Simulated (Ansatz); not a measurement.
Q: Name a neutral molecule of C, Ge and H with HOMO–LUMO gap (ωB97M-V/def2-TZVPP) between 12.20 and 12.50 eV and HOMO energy (ωB97M-V/def2-TZVPP) between -10.25 and -9.95 eV (Ansatz, PBE0-D4/def2-TZVP geometry).

A: `C[CH](C)[GeH3]` (12.37 eV, -10.08 eV); `C#[C][GeH2][CH3]` (12.26 eV, -10.23 eV); `C#[C][GeH]([CH3])[CH3]` (12.30 eV, -10.07 eV). Other molecules can fit too; these were computed, each in one conformer that needn't be the lowest.
